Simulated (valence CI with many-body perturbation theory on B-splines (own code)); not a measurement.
E1 line list for Nb XXIX

Calculated by valence CI with perturbative core correlation (CI+MBPT): three valence electrons over a frozen Dirac-Fock core [Ne], a basis of 11 s, 11 p, 10 d, 8 f, 5 g, 2 h functions for each j, with the one-electron correlation potential Σ1 (screened to all orders), the two-electron term Σ2, the three-electron term Σ3, Breit, model QED; selected single and double excitations, second order for the rest, scaled by the run's own slope (own B-spline code, finite nucleus).

The last digits are not significant, and no measured levels were compared; by estimate large intervals hold to a few tenths of a per cent, small ones and those within an open d or f shell to about a per cent.

Lines 51 to 100 of 580 in falling wavelength, among levels below 736.83 eV, chosen from the strongest by gf and those to the six lowest levels. Wavelengths and rates use the calculated energies. Electric multipoles are in the length gauge with retardation, E1 and E2 with the static RPA response of the core. Weak lines are less certain than strong ones. Lines between different terms over intervals too small for the method are left out, as are lines whose strength nearly cancels. The highest levels of a list are the least certain.

Names give the largest LS component (configuration and term), which can be under half, so a name can repeat, a term be missing and a line seem to break the LS rules; names also repeat where a configuration has a term twice. Letters in brackets count levels of one name in rising energy.

| λ vac (nm) | Upper | Lower | A (s⁻¹) | log gf | Branch % |
| --- | --- | --- | --- | --- | --- |
| 15.07 | 3d3 2P_3/2 | 3p 3d2 2P°_3/2 [c] | 8.35e+09 | -0.94 | 4.6 |
| 15.04 | 3p3 2D°_5/2 | 3s 3p2 2D_3/2 | 6.13e+08 | -1.90 | 9.7 |
| 15.03 | 3p 3d2 2P°_3/2 [b] | 3s 3d2 2S_1/2 | 1.51e+10 | -0.69 | 12.2 |
| 15.03 | 3p2 3d 4F_9/2 [b] | 3s 3p 3d 2F°_7/2 [a] | 1.05e+10 | -0.45 | 18.8 |
| 15.01 | 3s 3p2 2P_1/2 | 3s2 3p 2P°_3/2 | 3.72e+09 | -1.60 | 3.6 |
| 14.90 | 3d3 2H_9/2 | 3p 3d2 2G°_7/2 [b] | 3.53e+09 | -0.93 | 2.5 |
| 14.85 | 3s 3p2 2D_5/2 | 3s2 3p 2P°_3/2 | 3.99e+09 | -1.10 | 100.0 |
| 14.85 | 3p2 3d 4F_9/2 [a] | 3s 3p 3d 4F°_9/2 | 1.76e+10 | -0.23 | 41.6 |
| 14.82 | 3p 3d2 4G°_11/2 | 3s 3d2 4F_9/2 | 2.61e+10 | 0.01 | 48.2 |
| 14.77 | 3p 3d2 2H°_11/2 | 3s 3d2 2G_9/2 | 4.41e+10 | 0.24 | 67.8 |
| 14.76 | 3p2 3d 2D_5/2 [a] | 3s 3p 3d 4D°_7/2 | 1.39e+10 | -0.56 | 10.2 |
| 14.64 | 3p2 3d 4P_3/2 [a] | 3s 3p 3d 4D°_5/2 | 1.37e+10 | -0.75 | 9.0 |
| 14.57 | 3p2 3d 4F_3/2 | 3p3 2D°_5/2 | 1.14e+10 | -0.84 | 23.8 |
| 14.56 | 3p2 3d 2F_7/2 [b] | 3s 3p 3d 2F°_7/2 [b] | 6.05e+09 | -0.81 | 3.8 |
| 14.50 | 3p2 3d 4F_3/2 | 3s 3p 3d 4F°_3/2 | 9.79e+09 | -0.91 | 20.3 |
| 14.35 | 3p3 4S°_3/2 | 3s 3p2 2D_3/2 | 2.21e+09 | -1.56 | 3.1 |
| 14.34 | 3p 3d2 2D°_5/2 [b] | 3s 3d2 4P_3/2 | 8.27e+09 | -0.82 | 6.8 |
| 14.33 | 3d3 2G_7/2 | 3p 3d2 2F°_5/2 [b] | 1.63e+10 | -0.40 | 10.1 |
| 14.19 | 3p 3d2 2G°_9/2 [b] | 3s 3d2 2F_7/2 | 6.19e+10 | 0.27 | 32.8 |
| 14.13 | 3p2 3d 4D_7/2 | 3s 3p 3d 2D°_5/2 [a] | 1.20e+10 | -0.54 | 16.4 |
| 14.12 | 3p 3d2 2F°_5/2 [a] | 3s 3d2 2D_3/2 | 9.62e+09 | -0.76 | 5.2 |
| 14.10 | 3p3 2D°_3/2 | 3s 3p2 4P_3/2 | 5.79e+09 | -1.16 | 13.9 |
| 14.07 | 3s 3p 3d 4F°_5/2 | 3s 3p2 2D_3/2 | 6.82e+08 | -1.92 | 4.7 |
| 14.06 | 3p 3d2 2D°_5/2 [d] | 3s 3d2 2P_3/2 | 4.23e+10 | -0.12 | 20.8 |
| 14.05 | 3p 3d2 2F°_7/2 [b] | 3s 3d2 2D_5/2 | 7.39e+09 | -0.76 | 5.6 |
| 14.05 | 3p 3d2 2F°_7/2 [b] | 3s 3d2 2G_9/2 | 2.14e+10 | -0.30 | 16.3 |
| 14.04 | 3s 3d2 2D_3/2 | 3s 3p 3d 2P°_3/2 [c] | 1.09e+10 | -0.89 | 6.1 |
| 13.97 | 3p 3d2 2F°_7/2 [a] | 3p2 3d 2F_7/2 [b] | 7.06e+09 | -0.78 | 5.7 |
| 13.97 | 3p 3d2 4F°_9/2 | 3s 3d2 4F_9/2 | 1.38e+10 | -0.39 | 10.5 |
| 13.95 | 3d3 2G_9/2 | 3p 3d2 2G°_7/2 [b] | 5.23e+10 | 0.18 | 41.6 |
| 13.94 | 3p 3d2 4D°_7/2 [c] | 3s 3d2 4P_5/2 | 1.68e+10 | -0.41 | 10.3 |
| 13.91 | 3p2 3d 2D_5/2 [d] | 3s 3p 3d 2D°_5/2 [b] | 1.75e+10 | -0.52 | 9.3 |
| 13.82 | 3p 3d2 2F°_5/2 [b] | 3s 3d2 2F_5/2 | 1.03e+10 | -0.75 | 6.3 |
| 13.80 | 3p2 3d 2G_7/2 | 3s 3p 3d 2F°_5/2 [a] | 2.68e+10 | -0.21 | 56.7 |
| 13.78 | 3p2 3d 2F_7/2 [a] | 3s 3p 3d 4F°_7/2 | 5.91e+09 | -0.87 | 15.6 |
| 13.78 | 3d3 2P_3/2 | 3p 3d2 2D°_5/2 [d] | 1.29e+10 | -0.83 | 7.2 |
| 13.75 | 3p 3d2 4P°_5/2 | 3s 3d2 4P_5/2 | 1.06e+10 | -0.74 | 8.2 |
| 13.74 | 3p2 3d 4F_7/2 | 3s 3p 3d 4P°_5/2 | 2.00e+10 | -0.34 | 35.5 |
| 13.72 | 3p 3d2 2G°_7/2 [a] | 3p2 3d 4P_5/2 | 5.41e+09 | -0.91 | 5.2 |
| 13.69 | 3p 3d2 2D°_5/2 [b] | 3p2 3d 2P_3/2 [b] | 7.74e+09 | -0.88 | 6.3 |
| 13.63 | 3d3 2F_7/2 | 3p 3d2 2D°_5/2 [d] | 3.56e+10 | -0.10 | 21.9 |
| 13.58 | 3p 3d2 4D°_7/2 [c] | 3p2 3d 2D_5/2 [c] | 1.13e+10 | -0.60 | 6.9 |
| 13.58 | 3p 3d2 2D°_3/2 [d] | 3s 3d2 2P_1/2 | 5.76e+10 | -0.20 | 23.8 |
| 13.58 | 3p 3d2 2P°_1/2 [c] | 3s 3d2 2S_1/2 | 3.43e+10 | -0.72 | 13.6 |
| 13.56 | 3p 3d2 4F°_9/2 | 3s 3d2 4F_7/2 | 1.60e+10 | -0.35 | 12.2 |
| 13.55 | 3p 3d2 2F°_7/2 [a] | 3s 3d2 4F_7/2 | 7.72e+09 | -0.77 | 6.2 |
| 13.55 | 3d3 2G_7/2 | 3p 3d2 2D°_5/2 [c] | 9.04e+09 | -0.70 | 5.6 |
| 13.52 | 3p2 3d 2F_5/2 | 3s 3p 3d 4F°_5/2 | 7.76e+09 | -0.89 | 22.5 |
| 13.48 | 3s 3d2 2D_5/2 | 3s 3p 3d 2P°_3/2 [c] | 7.81e+09 | -0.89 | 4.4 |
| 13.46 | 3p 3d2 4P°_5/2 | 3s 3d2 4P_3/2 | 1.93e+10 | -0.50 | 14.9 |

(1) How does gf follow from A for the line at 14.04 nm?

## Answers

(1) gf = 1.4992 × (2J+1)_upper × A / σ², with σ = 712233 cm⁻¹ and 2J+1 = 4: gf = 0.129.
